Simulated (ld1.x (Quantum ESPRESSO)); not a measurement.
## Configuration tests for boron (B) (RRKJ)

ld1.x (Quantum ESPRESSO) 7.5 input, shortened:

```
&input
   title='B', zed=5., rel=0, dft='PBESOL', iswitch=3,
   config='[He] 2s2 2p1 3d-2'
 /
 &inputp
   pseudotype=2, tm=.false., rho0=0.001, lloc=0,
   nlcc=.true., rcore=1.05
 /
3
2P  2  1   1.00   0.00  3.30  3.30  0.0
3D  3  2  -2.00   0.05  3.00  3.00  0.0
2S  1  0   2.00   0.00  1.15  1.15  0.0
 &test
   configts(1)='2s2 2p1'
 /
```

Energies are relative to the spin-unpolarised reference configuration 2s2 2p1; without spin polarisation the order of configurations can differ from experiment. The frozen-core shift is the all-electron ΔE with the core orbitals held at their reference shape minus the fully relaxed ΔE.

Q: Give the all-electron excitation energy and the error of the potential for: 2s2 2p0; 2s1 2p0; 2s2 2p0.5; 2s1 2p2; 2s0 2p3; 2s1 2p1; 2s2 2p1.3.

A:

```csv
valence configuration,charge,ΔE all-electron (eV),error AE − PS (meV),frozen-core shift (meV)
2s2 2p0,+1,8.142,+142,+0.5
2s1 2p0,+2,33.396,+415,+7.3
2s2 2p0.5,+0.5,2.856,+21,+0.1
2s1 2p2,0,5.813,-32,+0.4
2s0 2p3,0,11.644,-126,+1.6
2s1 2p1,+1,14.259,-74,+1.0
2s2 2p1.3,-0.3,-0.725,+2.0,0.0
```
